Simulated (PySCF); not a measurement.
# How methods differ on the ionisation energy of Re²⁺

Re²⁺ [Xe] 4f14 5d5 (6S) → Re³⁺ [Xe] 4f14 5d4 (5D), as a difference of total energies. Calculation: PySCF 2.14, in def2-TZVPPD with the def2 core potential (60 electrons) (6s5p3d2f1g, 59 functions); scalar relativity through the core potential. Correlated levels: valence: 5s2 5p6 frozen; valence and next inner shell: nothing frozen outside the core potential. The calculations carry no spin-orbit coupling.

Q: Order these methods by the ionisation energy they give, lowest first.
A. PW91
B. MP2 (valence)
C. SCS-MP2 (valence)
D. r2SCAN

A: C (27.394 eV), B (27.778 eV), D (28.304 eV), A (28.393 eV).

The reference lies between the lowest fine-structure levels, while these numbers refer to the centres of the terms.

Errors of the correlated levels include the incompleteness of this basis and the frozen core.

For comparison: 27 ± 1.6 eV (theoretical estimate listed by NIST; NIST Atomic Spectra Database, ionization energies).
